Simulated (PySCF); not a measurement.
Gas-phase reaction: 4 GeF2 + 2 CH2F2 ⇌ 4 GeF3 + C2H4. Level: ωB97X-V/def2-TZVP†; standard pressure 1 bar.

Computed with PySCF and rigid-rotor harmonic-oscillator thermochemistry at 1 bar. † marks an energy on the PBE0/def2-TZVP geometry and frequencies. Open shells (unrestricted): GeF3 (multiplicity 2); the rest are closed-shell singlets. Ge: all electrons, no relativistic terms. GeF3: computed as isolated molecules; such fragments, hydroxides, amides, oligomers or adducts are transient or little studied in the gas. The harmonic model lacks anharmonicity and excited electronic states, which grow with temperature; levels with a mode under 35 cm⁻¹ are left out.

```
T (K)  1000/T (1/K)  log10 K
-----  ------------  -------
500          2.0000   -17.58
600          1.6667   -15.87
800          1.2500        ?
1000         1.0000   -12.23
1200         0.8333   -11.25
1400         0.7143   -10.53
```

Question: Fit log10 K = a + b·(1000/T) to the five rows, get the mean ΔH° and ΔS°, and predict log10 K at 800 K.

Answer: Means: 1000/T = 1.2429, log10 K = -13.492. Sums of products about the means: Sxy = -6.89340, Sxx = 1.258997, so b = Sxy/Sxx = -5.48 and a = -13.492 − (-5.48)×1.2429 = -6.68.
ΔH° = −R ln 10 × 1000 K × b = −19.145 × (-5.48) = 105 kJ; ΔS° = R ln 10 × a = -128 J/K. The run's own values go from 97 kJ and -143 J/K at 500 K to 119 kJ and -117 J/K at 1400 K.
Prediction at 800 K: -6.68 + (-5.48)×1.2500 = -13.53. The computed value is -13.64, 0.11 from the line.
For scale, ΔH°(298 K) is 91 kJ at this level, 112 kJ at ωB97M-V/def2-TZVP†, and runs from -70 to 541 kJ over the 20 levels computed.
